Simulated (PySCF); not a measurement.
Si(F)3(nBu), SMILES F[Si](F)(CCCC)F (GFN2-xTB optimised geometry):

```
17

C      2.099    -1.822    -0.012
C      1.491    -0.425    -0.007
C     -0.035    -0.475    -0.004
C     -0.647     0.934     0.000
Si    -2.523     0.934     0.000
F     -3.185     2.378     0.000
F     -3.176     0.204    -1.250
F     -3.177     0.205     1.250
H      3.185    -1.766    -0.014
H      1.782    -2.372    -0.895
H      1.785    -2.378     0.868
H      1.833     0.124    -0.887
H      1.836     0.118     0.877
H     -0.378    -1.020    -0.886
H     -0.375    -1.024     0.876
H     -0.275     1.473     0.875
H     -0.276     1.478    -0.872
```

Calculation: PySCF 2.14.0 with B3LYP/def2-SVP.

What are the frontier orbital energies and the dipole moment?

HOMO-2 -9.67 eV, HOMO-1 -9.42 eV, HOMO -8.99 eV, LUMO 0.88 eV, LUMO+1 1.52 eV; dipole moment 3.22 D.

On the same geometry PBE/def2-SVP (PySCF) gives HOMO-2 -8.44 eV, HOMO-1 -8.14 eV, HOMO -7.78 eV, LUMO 0.33 eV, LUMO+1 0.96 eV; dipole moment 3.08 D.

Meta-Löwdin charges at B3LYP/def2-SVP: C1 -0.28, C2 -0.15, C3 -0.15, C4 -0.44, Si5 1.54, F6 -0.46, F7 -0.46, F8 -0.46, H9 0.10, H10 0.09, H11 0.09, H12 0.08, H13 0.08, H14 0.09, H15 0.09, H16 0.12, H17 0.12.
